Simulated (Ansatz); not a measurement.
A structure relaxed at B3LYP-D4/def2-SVP in Ansatz, charge 0, singlet:

```xyz
7

Cu    2.6686   -0.4726   -0.3163
Cu    0.5431   -0.7876    0.5934
Zn    0.9443   -0.1018   -2.0646
Zn    1.4821    1.7059   -0.1442
Zn   -0.9332    0.8470   -0.5491
Zn   -3.1866    0.2602    0.6552
Zn   -1.5185   -1.4512    1.8257
```

Problem. Give its formula and point group.

Solution. Zn₅Cu₂. Point group Cs (tolerance 0.1 Å).

Problem. Summarise the bond lengths by kind (pairs closer than 1.2 times the sum of covalent radii, bridged metal pairs left out).

Solution. 6 × Cu–Zn 2.48 to 2.77 Å; 5 × Zn–Zn 2.59 to 2.69 Å; 1 × Cu–Cu 2.33 Å.

The restricted singlet is unstable towards broken spin symmetry in Hartree–Fock (as tested in another run); at B3LYP-D4/def2-SVP this wasn't settled. The relaxation made no stability test and no search for a lower SCF solution. No other spin state of charge 0 was run. Another isomer (singlet) lies 0.16 eV lower at PBE0-D4/def2-TZVP; other spin states weren't run for this one.
